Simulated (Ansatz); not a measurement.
`C#[C][Ga]([Cl])[Cl]` + CH₃SH → `C[S][Ga]([Cl])[Cl]` + `C#C` at 298.15 K and 1 bar (ligand exchange at a Ga–C bond).

Isolated molecules relaxed with PBE0-D4/def2-TZVP in Ansatz; ΔE leaves out vibrations. CBS: MP2 limit from def2 TZ/QZ plus the TZ coupled-cluster correction, frozen cores. This one scheme is used for every species. For Ga outer-core shells are correlated without core-valence functions, which leaves a few kJ/mol of doubt a bond. Scalar relativity is left out up to krypton. One conformer a species, not always the lowest.

```csv
species,CCSD(T)/CBS energy (Eh),H − E (kJ/mol),S (J/(mol·K))
`C#[C][Ga]([Cl])[Cl]`,-2920.25663,76.4,354.7
CH₃SH,-438.22835,133.0,253.2
`C[S][Ga]([Cl])[Cl]`,-3281.27922,133.8,394.1
`C#C`,-77.22717,80.8,200.2
```

H − E and S are ideal-gas, rigid-rotor, harmonic terms from PBE0-D4/def2-TZVP, for one conformer and one mirror image of each species. 1 Eh = 2625.50 kJ/mol, R = 8.31446 J/(mol·K).

**Question.** By hand: ΔE, ΔH, ΔS and ΔG.

**Answer.** ΔE = (-3281.27922) + (-77.22717) − (-2920.25663) − (-438.22835) = -0.02141 Eh = -56.2 kJ/mol. Δ(H − E) = 133.8 + 80.8 − 76.4 − 133.0 = 5.2, so ΔH = -51.0 kJ/mol. ΔS = 394.1 + 200.2 − 354.7 − 253.2 = -13.6 J/(mol·K). ΔG = -51.0 − 298.15 × (-13.6)/1000 = -46.9 kJ/mol.

**Question.** By hand: the equilibrium constant, and the temperature at which ΔG would vanish if ΔH and ΔS stayed fixed.

**Answer.** log₁₀ K = −ΔG/(RT ln 10) = 8.2. ΔG = 0 at ΔH/ΔS = 3750 K, far beyond where these terms or the molecules hold.

The number of gas molecules stays the same, so ΔS is small and ΔH decides. A doubt of 5 kJ/mol in ΔE shifts log₁₀ K by 0.9 here. Other conformers and mirror images would add mixing entropy, several J/(mol·K) or more a flexible species. Modes under 60 cm⁻¹, often nearly free rotors, make the harmonic entropy too high. These are equilibria of isolated gas molecules and say nothing of rates. Largest T1 diagnostic: 0.013 (customary marks: 0.02 for closed shells, 0.045 for open ones).
